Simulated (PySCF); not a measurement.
## BCl₃: one-bond stretch

All numbers come from BP86 in PySCF with B def2-TZVP, Cl def2-TZVP; no relativity; density-fitted integrals.

Rigid scan from the singlet minimum (B–Cl 1.752 Å (×3); Cl–B–Cl 120.0° (×3)). Coordinate: the bond from B to the last atom (Cl) scaled, the rest fixed. Energies in kJ/mol from the minimum.

**Question.** Predict the curve at 0.92, 0.96, 1.00, 1.05, 1.12, 1.20, 1.35, 1.55, 1.80, 2.20.

**Answer.** 
```
scale of one bond  E (kJ/mol)  dipole size (D)
             0.92        26.7             0.67
             0.96         5.9             0.34
             1.00         0.0             0.00
             1.05         7.1             0.43
             1.12        33.7             1.03
             1.20        76.4             1.72
             1.35       165.5             2.95
             1.55       272.2                –
             1.80       370.7                –
             2.20      1499.1                –
```

At long bonds a restricted determinant can lie too high, and another spin state can fall below this curve.

The scan took roughly 4 core-minutes on a shared host.
